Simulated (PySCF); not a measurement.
Isomers of C4H6F4O.

All values: PBE0/def2-SVPD (PySCF) at GFN2-xTB geometries, gas phase, one conformer each. Core orbitals are frozen in the response; Δα² is half the sum of the squared differences of the principal polarisabilities.

(1) Rank by HOMO–LUMO gap, highest first.
A. `[CH3:1][O:2][C@@H:3]([F:4])[CH2:5][C:6]([F:7])([F:8])[F:9]` with C1–O2–C3–F4 67°, O2–C3–C5–C6 166°
B. `[CH3:1][C@@H:2]([F:3])[O:4][C@H:5]([F:6])[CH:7]([F:8])[F:9]` with C1–C2–O4–C5 176°, C2–O4–C5–F6 -72°, O4–C5–C7–F8 -178°
C. `[OH:1][CH2:2][C@H:3]([F:4])[CH2:5][C:6]([F:7])([F:8])[F:9]` with H–O1–C2–C3 -62°, O1–C2–C3–F4 65°, C2–C3–C5–C6 -91°
D. `[F:1][CH2:2][CH2:3][CH2:4][O:5][C:6]([F:7])([F:8])[F:9]` with F1–C2–C3–C4 68°, C2–C3–C4–O5 68°, C3–C4–O5–C6 176°

Answers

(1) B (10.31 eV), D (10.08 eV), A (9.44 eV), C (8.98 eV).

All values together:

| SMILES | μ (D) | HOMO (eV) | LUMO (eV) | α (Å³) | Δα (Å³) |
| --- | --- | --- | --- | --- | --- |
| FCCCOC(F)(F)F | 2.86 | -9.53 | 0.55 | 8.50 | 1.78 |
| C[C@@H](F)O[C@H](F)C(F)F | 2.59 | -9.66 | 0.65 | 8.64 | 2.10 |
| OC[C@H](F)CC(F)(F)F | 1.58 | -8.58 | 0.40 | 8.45 | 1.20 |
| CO[C@@H](F)CC(F)(F)F | 2.87 | -8.83 | 0.61 | 8.59 | 2.29 |

Conformers: `[F:1][CH2:2][CH2:3][CH2:4][O:5][C:6]([F:7])([F:8])[F:9]` with F1–C2–C3–C4 68°, C2–C3–C4–O5 68°, C3–C4–O5–C6 176°; `[CH3:1][C@@H:2]([F:3])[O:4][C@H:5]([F:6])[CH:7]([F:8])[F:9]` with C1–C2–O4–C5 176°, C2–O4–C5–F6 -72°, O4–C5–C7–F8 -178°; `[OH:1][CH2:2][C@H:3]([F:4])[CH2:5][C:6]([F:7])([F:8])[F:9]` with H–O1–C2–C3 -62°, O1–C2–C3–F4 65°, C2–C3–C5–C6 -91°; `[CH3:1][O:2][C@@H:3]([F:4])[CH2:5][C:6]([F:7])([F:8])[F:9]` with C1–O2–C3–F4 67°, O2–C3–C5–C6 166°.
